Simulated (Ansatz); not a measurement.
The first iterations of a band of H2 + H4HfO4 (11 atoms, charge 0, multiplicity 1).

Theory: RKS BLYP/def2-SVP in Ansatz 0.2.0.

```
movable images  : 3
climbing image  : no
spring          : 5.0 eV/Å²
optimiser       : quadratic models (default)
start path      : through a guess of the saddle point
force threshold : 0.05 eV/Å
iteration limit : 60
end points      : relaxed
```

Image 0:

```xyz
11
Properties=species:S:1:pos:R:3
Hf -0.400 0.271 -0.601
O 0.490 -1.336 0.081
O -1.167 -0.102 -2.357
O -1.818 0.790 0.637
O 0.908 1.713 -0.750
H 1.608 -1.161 2.373
H 1.967 -1.198 3.050
H 0.849 -2.226 0.198
H -1.609 -0.156 -3.214
H -2.438 1.028 1.337
H 1.609 2.377 -0.754
```

Image 4:

```xyz
11
Properties=species:S:1:pos:R:3
Hf -0.240 0.339 0.226
O 1.579 -1.223 -0.146
O -0.731 -1.000 -1.210
O -1.956 1.180 0.594
O 1.064 1.782 0.000
H 1.688 -1.759 0.667
H 0.009 -0.483 1.912
H 1.033 -1.772 -0.761
H -1.561 -1.073 -1.712
H -2.675 1.764 0.871
H 1.791 2.244 -0.442
```

| iteration | highest image above the first end (eV) | largest band force component (eV/Å) |
| --- | --- | --- |
| 1 | 3.801 | 16.325 |
| 2 | 1.995 | 1.671 |
| 3 | 1.540 | 2.400 |
| 4 | 1.288 | 2.242 |
| 5 | 1.098 | 1.398 |
| 6 | 1.079 | 0.914 |

**Question.** Does the band converge within its limit, and where does its top end?

**Answer.** The forces met the threshold. It ended after 19 iterations with the highest image 1.059 eV above the first end. No image climbed, so the highest image needn't sit at the top of the path. So few images can step over the top or miss a turn of the path. The orbitals stay closed-shell, which can raise the energy where a bond breaks towards radicals; this wasn't checked here.

Time of the run: 2.8 min on 2 threads of Arm Neoverse V1 (shared host), peak memory 0.16 GiB.
